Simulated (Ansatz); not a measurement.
```xyz
9

Ge   -1.060    1.021    1.098
Te    0.863    1.499   -0.516
Ge    1.087   -0.976   -1.113
H    -2.230    0.369    0.344
H    -1.494    2.372    1.683
H    -0.588    0.083    2.220
H     2.223   -1.083   -2.139
H    -0.227   -1.492   -1.720
H     1.427   -1.793    0.143
```

Total charge 0; spin multiplicity 1. Te: def2 effective core potential.

**Question.** List the CAM-B3LYP/def2-TZVPP orbital energies in eV (the Gaussian-basis code of Ansatz). (An estimate is asked.)

**Answer.** The calculation gave: Occupied: -10852.47, -10852.47, -1356.73, -1356.73, -1207.69, -1207.69, -1207.67, -1207.67, -1207.66, -1207.66, -172.21, -171.52, -171.52, -121.86, -121.86, -121.78, -121.78, -121.78, -121.78, -121.47, -121.41, -121.20, -45.17, -45.15, -44.96, -44.91, -44.87, -35.40, -35.39, -35.39, -35.38, -35.38, -35.38, -35.30, -35.30, -35.30, -35.30, -19.77, -17.40, -16.35, -11.68, -11.61, -11.36, -11.18, -9.67, -9.25, -7.56. Lowest empty: 0.02, 0.39, 1.31, 1.61, 2.08, 2.56, 2.60, 3.47.
